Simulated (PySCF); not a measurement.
**Dipole moment and polarisability of `C[SiH2][Si@H]([SiH3])P`**

Species: CH11PSi3.
Structure used (GFN2-xTB), in Å, numbered top down from 1:
```
atom  x, y, z in Å
C1    -2.1930   -1.2806   -0.0581
Si2   -1.4551    0.3544    0.5650
Si3    0.5931    0.7044   -0.5230
Si4    2.1346   -1.0499   -0.5729
P5     1.6869    2.4969    0.2906
H6    -2.4001   -1.2371   -1.1232
H7    -1.5123   -2.1103    0.1091
H8    -3.1248   -1.5133    0.4476
H9    -2.4559    1.4137    0.3518
H10   -1.2962    0.2589    2.0269
H11    0.3361    1.1487   -1.9123
H12    1.4626   -2.2636   -1.0459
H13    3.2929   -0.8430   -1.4429
H14    2.6607   -1.3584    0.7604
H15    1.7084    2.0388    1.5924
H16    0.5546    3.2492    0.5229
```

Level: B3LYP/def2-SVPD (PySCF), static field, nuclei fixed, core orbitals frozen in the response. The polarisability tensor in these axes (au):

```
x   145.19   7.33  -5.68
y     7.33 141.16   9.45
z    -5.68   9.45 108.44
```

Question: Diagonalise the tensor; give its mean and Δα, where Δα² is half the sum of the squared differences of the eigenvalues.

Answer: Principal values 104.54, 139.43 and 150.82 au; mean 131.60 au = 19.50 Å³ = 21.70 × 10⁻⁴⁰ C²·m²/J; Δα = 41.77 au (32 % of the mean).

Question: What is the dipole moment, and where does it point?

Answer: (-0.98, -0.71, 0.08) D, 1.21 D in size, pointing from the negative to the positive side. Measured along this direction, the outermost atoms are P5 at the negative end and H8 at the positive end.

Question: Estimate the molar refractivity from the static electronic polarisability.

Answer: Lorentz–Lorenz: R = (4π/3)N_A α = 2.5225 cm³/(mol·Å³) × 19.50 Å³ = 49.2 cm³/mol, in the limit of long wavelengths.

Question: Find the Langevin capture rate constant for NH4+ (18.034 u) meeting this molecule (137.991 u), k = 2.342 × 10⁻⁹ cm³/s × √(α in Å³ / reduced mass in u).

Answer: The reduced mass is 15.95 u, so k = 2.59 × 10⁻⁹ cm³/s. The formula leaves out the permanent dipole, which adds to the capture rate.

Question: What are the principal values of the traceless quadrupole moment, Θ = ½Σq(3rr − r²1), about the centre of nuclear charge?

Answer: -2.86, 0.46, 2.40 D·Å. The values depend on the origin, since the dipole doesn't vanish. The electronic extent ⟨r²⟩ about the same centre is 1535 bohr², a root-mean-square distance of 2.41 Å for the 74 electrons.

One conformer (not necessarily the lowest) at the GFN2-xTB geometry, without solvent, vibrations or thermal averaging.
